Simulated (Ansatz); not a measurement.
Results of the Gaussian-basis code of Ansatz.

A structure relaxed at PBE0-D4/def2-TZVP, charge 0, multiplicity 1:

Cartesian coordinates in Å:
```
C 1.1992 1.1593 -0.5418
Se 0.3177 0.8693 1.1750
B -0.8140 -0.6553 0.6770
O -0.8417 -1.2171 -0.5654
O -1.6069 -1.1565 1.6566
H 1.7851 0.2869 -0.8301
H 1.8755 2.0014 -0.4076
H 0.4733 1.4173 -1.3126
H -0.2531 -0.8057 -1.2005
H -2.1351 -1.8995 1.3495
```

**Question.** Give its formula and SMILES.

**Answer.** CH5BO2Se, `C[Se]B(O)O`.

**Question.** Point group (tolerance 0.08 Å, 0.16 Å for H)?

**Answer.** Cs.

**Question.** Summarise the bond lengths by kind.

**Answer.** 1 × C–Se 1.952 Å; 3 × C–H 1.088 to 1.090 Å; 1 × B–Se 1.963 Å; 2 × B–O 1.356 to 1.364 Å; 2 × H–O 0.959 to 0.962 Å.
